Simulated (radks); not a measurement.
The lutetium ion Lu2+, [Xe] 4f14 6s1. Method: non-relativistic Kohn-Sham, exchange-only B88, spin-polarised, spherical densities, point nucleus; computed with a radial shooting solver on a logarithmic mesh with Libxc functionals. Every spin shell is full or empty, so the densities are truly spherical. Functionals are evaluated on that one density, not self-consistently. Rank these exchange functionals by their error against the exact value of the orbitals, and give that value: LDA, B88, PW91, OPTX, B86b, G96, SCAN, MVS.

Answer. Exact: -282.089 hartree. From best to worst, with 100 (|E| - |E exact|)/|E exact| (equal figures are ties): MVS +0.21, B86b +0.24, SCAN +0.25, PW91 +0.28, B88 +0.30, G96 +0.68, OPTX +1.97, LDA -3.81.
